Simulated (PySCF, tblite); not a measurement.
Compound: C₇H₁₂F₂O.
Cartesian coordinates in Å at the GFN2-xTB level; atoms count from 1:
```
atom  x, y, z in Å
C1     2.9168    0.9072   -0.3807
C2     1.9296   -0.1641    0.0647
C3     0.5016    0.3782    0.1267
C4    -0.4854   -0.7173    0.4944
C5    -0.9420   -1.6501   -0.6326
F6    -0.7873   -2.9778   -0.3402
O7    -2.2774   -1.2482   -0.5112
C8    -1.9914   -0.3783    0.5954
C9    -2.4522    1.0457    0.3191
F10   -2.1787    1.8404    1.4020
H11    2.6723    1.2626   -1.3790
H12    2.8927    1.7551    0.2998
H13    3.9280    0.5092   -0.3980
H14    1.9659   -1.0058   -0.6300
H15    2.2176   -0.5362    1.0496
H16    0.4426    1.1719    0.8743
H17    0.2415    0.8052   -0.8444
H18   -0.1248   -1.2756    1.3592
H19   -0.5322   -1.5095   -1.6408
H20   -2.4662   -0.7363    1.5163
H21   -1.9458    1.4832   -0.5448
H22   -3.5355    1.0597    0.1647
```

Theory: PBE0/pcSseg-1 in PySCF (dipole) on a GFN2-xTB geometry, gas phase.

Take the most abundant isotopes and a rigid rotor. The values belong to one conformer with, in the numbering `[CH3:1][CH2:2][CH2:3][C@@H:4]1[C@@H:5]([F:6])[O:7][C@@H:8]1[CH2:9][F:10]`, C1–C2–C3–C4 177°, C2–C3–C4–C5 -81°, O7–C8–C9–F10 179°.

**Question.** What are A, B and C (GHz)?

**Answer.** Ia = 385.74, Ib = 514.82, Ic = 834.93 u·Å²; 505379 MHz·u·Å²/I gives 1310, 981.7 and 605.3 MHz, that is A = 1.3102, B = 0.9817, C = 0.6053 GHz.

**Question.** Classify the top.

**Answer.** An asymmetric top. Ray's parameter κ = (2B − A − C)/(A − C) = 0.068; −1 is the prolate and +1 the oblate limit.

**Question.** Is it planar, by Δ = Ic − Ia − Ib?

**Answer.** Not planar: Δ = Ic − Ia − Ib = -65.63 u·Å². For a rigid frame Δ = −2 Σ m c², so Σ m c² = 32.82 u·Å² lies off the ab plane: 13.21 from hydrogen and 19.61 from heavier atoms. The atom farthest from that plane is 1.52 Å away.

**Question.** Which lines would a microwave search look for?

**Answer.** The dipole components are |μa| = 1.48 D, |μb| = 1.13 D, |μc| = 0.62 D. Intensities carry the squares of the components, which stand as 1.00 : 0.58 : 0.17 (a : b : c). Some lines, for components of 0.1 D or more:

```json
{"type": "c", "branch": "Q", "J(Ka,Kc)": "1(1,1) ← 1(0,1)", "MHz": "328", "lower level (cm⁻¹)": "0.053"}
{"type": "a", "branch": "Q", "J(Ka,Kc)": "1(1,0) ← 1(1,1)", "MHz": "376", "lower level (cm⁻¹)": "0.064"}
{"type": "c", "branch": "Q", "J(Ka,Kc)": "2(2,1) ← 2(1,1)", "MHz": "985", "lower level (cm⁻¹)": "0.195"}
{"type": "a", "branch": "Q", "J(Ka,Kc)": "2(1,1) ← 2(1,2)", "MHz": "1129", "lower level (cm⁻¹)": "0.157"}
{"type": "b", "branch": "Q", "J(Ka,Kc)": "2(2,0) ← 2(1,1)", "MHz": "1174", "lower level (cm⁻¹)": "0.195"}
{"type": "b", "branch": "Q", "J(Ka,Kc)": "2(1,1) ← 2(0,2)", "MHz": "1270", "lower level (cm⁻¹)": "0.153"}
{"type": "a", "branch": "R", "J(Ka,Kc)": "1(0,1) ← 0(0,0)", "MHz": "1587", "lower level (cm⁻¹)": "0.000"}
{"type": "b", "branch": "R", "J(Ka,Kc)": "1(1,1) ← 0(0,0)", "MHz": "1915", "lower level (cm⁻¹)": "0.000"}
{"type": "c", "branch": "R", "J(Ka,Kc)": "1(1,0) ← 0(0,0)", "MHz": "2292", "lower level (cm⁻¹)": "0.000"}
{"type": "b", "branch": "R", "J(Ka,Kc)": "2(0,2) ← 1(1,1)", "MHz": "2657", "lower level (cm⁻¹)": "0.064"}
{"type": "a", "branch": "R", "J(Ka,Kc)": "2(1,2) ← 1(1,1)", "MHz": "2798", "lower level (cm⁻¹)": "0.064"}
{"type": "a", "branch": "R", "J(Ka,Kc)": "2(0,2) ← 1(0,1)", "MHz": "2985", "lower level (cm⁻¹)": "0.053"}
{"type": "b", "branch": "R", "J(Ka,Kc)": "2(1,2) ← 1(0,1)", "MHz": "3126", "lower level (cm⁻¹)": "0.053"}
{"type": "c", "branch": "R", "J(Ka,Kc)": "2(1,1) ← 1(0,1)", "MHz": "4255", "lower level (cm⁻¹)": "0.053"}
{"type": "b", "branch": "R", "J(Ka,Kc)": "2(2,1) ← 1(1,0)", "MHz": "4536", "lower level (cm⁻¹)": "0.076"}
{"type": "b", "branch": "R", "J(Ka,Kc)": "2(2,0) ← 1(1,1)", "MHz": "5101", "lower level (cm⁻¹)": "0.064"}
```

Its GFN2-xTB frequencies are all real (lowest 44 cm⁻¹). No vibrational averaging or centrifugal distortion is included, and the geometry carries the error of its method. A rigid rotor knows nothing of internal rotation, which can split or shift real lines.
